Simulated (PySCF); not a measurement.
C4H5FSi, SMILES C#C/C=C\[SiH2]F.

The structure is a stationary point at ωB97X-D3(BJ)/def2-SVP. The structure was generated by enumeration; whether it is a known compound was not checked. One conformer was computed; it need not be the lowest.

Method: TDA-PBE/def2-SVPD in PySCF 2.14.0.

Vertical excitations.  State labels are in the subgroup Cs.

**Question.** Give excitation energies, oscillator strengths and character. (The exact figures need the calculation; the answer reports its results.)

**Answer.** 
| state | symmetry | energy (eV) | λ (nm) | f | main pairs |
|---|---|---|---|---|---|
| S1 | A" | 4.74 | 262 | 0.000 | HOMO−1→LUMO 100 % |
| S2 | A' | 5.29 | 234 | 0.212 | HOMO→LUMO 74 % |
| S3 | A" | 5.64 | 220 | 0.001 | HOMO→LUMO+1 88 % |
| S4 | A' | 5.73 | 217 | 0.029 | HOMO−2→LUMO 92 % |
| S5 | A" | 5.73 | 216 | 0.002 | HOMO−3→LUMO 87 % |
| S6 | A" | 6.28 | 198 | 0.004 | HOMO→LUMO+2 99 % |
| S7 | A' | 6.73 | 184 | 0.135 | HOMO−1→LUMO+1 60 %, HOMO−1→LUMO+2 28 % |
| S8 | A" | 6.74 | 184 | 0.003 | HOMO→LUMO+3 100 % |
| S9 | A' | 7.09 | 175 | 0.080 | HOMO−4→LUMO 41 %, HOMO−3→LUMO+1 37 %, HOMO→LUMO+5 11 % |
| S10 | A" | 7.15 | 173 | 0.005 | HOMO−2→LUMO+1 98 % |
| T1 | A' | 3.28 | 378 | 0 | HOMO→LUMO 98 % |
| T2 | A" | 4.48 | 277 | 0 | HOMO−1→LUMO 97 % |
| T3 | A' | 5.16 | 240 | 0 | HOMO−2→LUMO 81 % |
| T4 | A" | 5.22 | 237 | 0 | HOMO−3→LUMO 92 % |
Triplets are in the Tamm–Dancoff approximation.
